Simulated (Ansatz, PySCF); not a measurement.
VF₄, SMILES [F][V]([F])([F])[F] (connectivity only; charge and spin as stated), neutral, multiplicity 2. Atoms are numbered in the order given.

```xyz
5

V      0.0000     0.0000     0.0000
F      1.0291     1.0291     0.9019
F     -1.0291    -1.0291     0.9019
F      1.0291    -1.0291    -0.9019
F     -1.0291     1.0291    -0.9019
```
Charge 0, spin multiplicity 2.

Geometry optimised at B3LYP-D3(BJ)/def2-SVP. The spin state was assumed, not searched. The isomer is the one that the SMILES or the coordinates give; other isomers of the formula were not compared.

Two levels are set side by side: PBE-D3(BJ)/def2-SVP (Ansatz, a quantum-chemistry and plane-wave program) and B3LYP-D3(BJ)/def2-SVP (PySCF). Each level has its own optimised geometry; the coordinates shown are those of the second. Differences are taken from unrounded values.

```csv
quantity,B3LYP-D3(BJ)
mean bond length (Å),1.712
bond V1–F2 (Å),1.712
bond V1–F3 (Å),1.712
bond V1–F4 (Å),1.712
bond V1–F5 (Å),1.712
```

Q: What does PBE-D3(BJ) give, and how far is it from B3LYP-D3(BJ)? (The exact figures need the calculation; the answer reports its results.)

A: 
```
quantity              PBE-D3(BJ)  PBE-D3(BJ) minus B3LYP-D3(BJ)
--------------------  ----------  -----------------------------
mean bond length (Å)       1.723                          0.010
bond V1–F2 (Å)             1.723                          0.010
bond V1–F3 (Å)             1.723                          0.010
bond V1–F4 (Å)             1.723                          0.010
bond V1–F5 (Å)             1.723                          0.010
```

GGA bonds tend to be longer and softer than those of functionals with exact exchange. Differences between two approximate levels are no errors against the true value.
